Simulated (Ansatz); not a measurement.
All numbers were calculated with Ansatz.

Basis-set series for ClH8NSi2Sn (`[SiH3][N]([SiH3])[SnH2][Cl]`). Charge 0, multiplicity 1. Sn takes the def2 core potential. The structure was optimised at the PBE0-D4/def2-TZVP level. It is one conformer, not always the lowest.

Z-matrix (Å, degrees):
```
Si
N 1 1.734
H 1 1.487 2 108.4
H 1 1.488 2 110.2 3 119.7
H 1 1.488 2 112.1 3 -120.1
Si 2 1.734 1 120.2 3 -176.7
Sn 2 2.023 1 119.6 3 12.5
H 6 1.488 2 112.1 1 -62.9
H 6 1.488 2 110.2 1 57.3
H 6 1.487 2 108.3 1 177.0
Cl 7 2.333 2 106.9 1 85.6
H 7 1.697 2 108.8 1 -29.3
H 7 1.697 2 108.8 1 -159.5
```

| functional | basis | functions | energy (Eh) | HOMO (eV) | LUMO (eV) |
| --- | --- | --- | --- | --- | --- |
| PBE0-D4 | def2-SVP | 134 | -1312.28442 | -7.69 | -0.68 |
| PBE0-D4 | def2-TZVPP | 319 | -1312.73072 | -7.79 | -0.99 |
| ωB97M-V | def2-SVP | 134 | -1312.58155 | -9.88 | 1.29 |
| ωB97M-V | def2-TZVPP | 319 | -1313.03184 | -10.04 | 0.81 |

Give the rows for def2-QZVPP. (An estimate is asked.)

The calculation gave: 
```
functional       basis  functions  energy (Eh)  HOMO (eV)  LUMO (eV)
   PBE0-D4  def2-QZVPP        589  -1312.77073      -7.81      -1.06
   ωB97M-V  def2-QZVPP        589  -1313.06931     -10.05       0.60
```

Positive LUMOs are unbound and depend on the basis.
